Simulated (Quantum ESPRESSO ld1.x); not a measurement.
The mean radii <r> (bohr) of the occupied orbitals of an atom or ion are listed with their occupations. Method: Dirac Kohn-Sham, PBEsol, spin-unpolarised, spherical densities, point nucleus; computed with ld1.x of Quantum ESPRESSO 7.5.

| orbital | occ. | <r> |
|---|---|---|
| 1s1/2 | 2 | 0.07691 |
| 2s1/2 | 2 | 0.3639 |
| 2p1/2 | 2 | 0.3254 |
| 2p3/2 | 4 | 0.3279 |
| 3s1/2 | 2 | 1.097 |
| 3p1/2 | 2 | 1.156 |
| 3p3/2 | 2 | 1.162 |

Name the element and its charge. Open shells, if any, fill j = l - 1/2 first.

Answer. Z = 20, calcium, charge +4: Ca4+ in [Ne] 3s2 3p4. The 1s radius gives Z: for a bare nucleus <r> = (2 gamma + 1)/(2Z) with gamma = sqrt(1 - (Z/c)^2), 0.07446 bohr for Z = 20, and screening makes it slightly larger (0.07691 here). The occupations add up to 16, and the charge is Z minus that.
